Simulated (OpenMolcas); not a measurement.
Ti2+, Zr2+, Hf2+: d2 down the group

| Item | Value |
| --- | --- |
| Program | OpenMolcas |
| Method | CASSCF |
| Basis | ANO-RCC-VTZP |
| Scalar Hamiltonian | DKH2, point nucleus |
| Spin-orbit coupling | state interaction with AMFI integrals over the reference wave functions, term energies averaged over their components |

Active space for each ion: 2 electrons in 5 orbitals (d).

Computed levels in cm-1 above 3F2:

```
                               Level   Ti2+   Zr2+   Hf2+
                                 3F3    193    667   3039
                                 3F4    446   1484   6081
                                 1D2  11380   9199  10940
                                 3P0  13576  10263  11033
                                 3P1  13642  10515  12529
                                 3P2  13783  11138  15879
                                 1G4  17668  13973  16768
                                 1S0  43264  33583  36127
weight of 3F in the lowest level (%)    100    100     95
```

Mixed levels, with the weight of the term that names them: Hf2+ 1D2 (62 %), Hf2+ 3P2 (66 %).

Measured, with the error of the calculation in %. Measured levels: Ti2+ from Corliss and Sugar, J. Phys. Chem. Ref. Data 8, 1 (1979); Zr2+ from Moore, Atomic Energy Levels, vol. II, NSRDS-NBS 35 (1971 reprint of NBS Circular 467, 1952); NIST levels as listed in Rynkun, Gaigalas and Jonsson, Astron. Astrophys. 637, A10 (2020).

```tsv
Level	Ti2+	Zr2+
3F3	185 (+4.5)	681 (-2.0)
3F4	420 (+6.0)	1486 (-0.2)
1D2	8474 (+34.3)	5742 (+60.2)
3P0	10538 (+28.8)	8062 (+27.3)
3P1	10604 (+28.7)	8326 (+26.3)
3P2	10721 (+28.6)	8838 (+26.0)
1G4	14398 (+22.7)	11049 (+26.5)
1S0	32476 (+33.2)	23979 (+40.1)
```

The fine-structure level 3F4 changes by a factor of 13.6 from Ti2+ to Hf2+.

Without spin-orbit coupling 1D lies 11134, 8489, 8213 cm-1 above 3F in that order; the difference to the level 1D2, of either sign, comes from spin-orbit coupling, which also lowers the zero.

Without dynamic correlation excited terms often stand tens of per cent too high (terms of higher spin than the ground term too low), and those without a measured partner can miss by more than the paired ones. Terms from blocks run as CI alone lack orbitals of their own. Levels of configurations with an s electron are missing; early in the row they begin among the upper levels of the d shell and mix with terms of their name (holds for Zr2+). Some levels mix across a computed gap that differs much from the measured one, so their mixing is not that of the real levels (holds for Zr2+). Configurations with an s electron lie low in 5d ions of this charge, fall among these levels and mix in, so low-spin terms can stand far too high, up to twice their true height, and weights are not those of the real levels (holds for Hf2+). Measured partners are found by configuration, term and J. A level has none where our copy of the source lacks it or the pairing is in doubt (some pairs that miss far off the trend of their configuration count as doubtful), and it then counts in no deviation. Only configurations of the active space appear.
